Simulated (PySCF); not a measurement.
ECD: `InChI=1S/C8H6O/c1-4-6-7-8(5-2)9-3/h1-2,6H,3H3`

Geometry (Å), atoms numbered from 1 in this order:
```xyz
15

C     3.1954    1.3502    0.8996
C     2.4760    0.6123    0.2838
C     1.6406   -0.2417   -0.4738
C     0.3744   -0.4232   -0.2107
C    -0.8934   -0.6178    0.0683
C    -1.2789   -1.6801    0.9317
C    -1.6098   -2.5837    1.6483
O    -1.9392    0.1254   -0.4196
C    -1.5684    1.1879   -1.2566
H     3.8235    1.9881    1.4463
H     2.1214   -0.7466   -1.3075
H    -1.8941   -3.3695    2.2824
H    -2.4910    1.6890   -1.5432
H    -0.9097    1.8924   -0.7353
H    -1.0512    0.8253   -2.1526
```

The calculation used PySCF, TDDFT PBE0/aug-cc-pVDZ circular dichroism and optical rotation, one conformer, gas phase. Geometry: GFN2-xTB.

No stereocentre is labelled: unless the shape is locked (an allene, a helicene, a hindered biaryl), the mirror image is equally populated and a measured rotation or CD is zero. Singlets 3 and 4 lie within 0.01 eV of each other, so their separate moments and overlaps can depend on how they mix.

(1) List the lowest 8 singlet excitations with oscillator and rotatory strengths.

Answers

(1) Rotatory strengths R in 10⁻⁴⁰ esu² cm², velocity form and length form (origin at the centre of mass); f in length form.
```
state  E (eV)  λ (nm)       f  R (velocity)  R (length)                                  main
    1    3.84     323   7e-05          +2.4        +2.4                        HOMO→LUMO 0.98
    2    5.20     238   0.013         -37.3       -37.8  HOMO−1→LUMO+1 0.40, HOMO−2→LUMO 0.37
    3    5.26     236   0.015         +16.6       +16.9  HOMO−2→LUMO 0.58, HOMO−1→LUMO+1 0.19
    4    5.27     235   0.069         +15.3       +15.1  HOMO−1→LUMO 0.43, HOMO−1→LUMO+1 0.36
    5    5.53     224   0.650         -38.0       -38.6    HOMO→LUMO+1 0.57, HOMO−1→LUMO 0.22
    6    5.77     215  0.0009          +2.5        +2.5                      HOMO−3→LUMO 0.80
    7    5.85     212   0.002          +6.3        +6.4                      HOMO→LUMO+2 0.85
    8    6.10     203   0.002          +8.6        +8.7                    HOMO−4→LUMO+1 0.71
```

Among the states computed, the strongest CD band (largest |R|) is state 5. The largest dissymmetry factor in size, g = 4R/(D+G), with D and G the electric and magnetic dipole strengths, is +0.18 for state 1 (velocity form, f = 8e-05), among bands with |R| over 0.5. The mirror image has the same energies and oscillator strengths and all R with the opposite sign.
